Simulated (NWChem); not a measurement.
**Total energies of BiF3**

```
Bi
F 1 2.0273
F 1 2.0273 2 96.09
F 1 2.0273 2 96.09 3 -96.81
```
Charge 0, spin multiplicity 1.

The numbers come from NWChem runs, not from measurements. Structure: optimised with B3LYP/def2-SVP with def2 effective core potentials on Bi, a minimum by its harmonic frequencies.

Basis set: def2-TZVP (143 functions).

```json
[
 {"method": "RHF", "total energy (Ha)": "-512.07538", "relative cost": "1"},
 {"method": "MP2", "total energy (Ha)": "-513.26973", "relative cost": "under 3"},
 {"method": "B2PLYP", "total energy (Ha)": "-514.01445", "relative cost": "6"},
 {"method": "PBE", "total energy (Ha)": "-514.15561", "relative cost": "under 3"},
 {"method": "B3LYP", "total energy (Ha)": "-514.47073", "relative cost": "under 3"},
 {"method": "LC-wPBE (omega 0.3 per bohr)", "total energy (Ha)": "-514.21475", "relative cost": "20"}
]
```

Total energies of different functionals aren't comparable as a measure of quality: only differences taken within one method are. Relative cost: rough, from shared machines, SCF included, RHF = 1.

Effective core potentials replace the inner electrons of Bi; spin-orbit coupling is left out. The correlated methods keep 7 core orbitals frozen. B3LYP has NWChem's definition, with VWN1-RPA local correlation. GW and range-separated runs recompute their integrals, the others keep them in memory, which bears on the times. The structure started from a generated list of species.
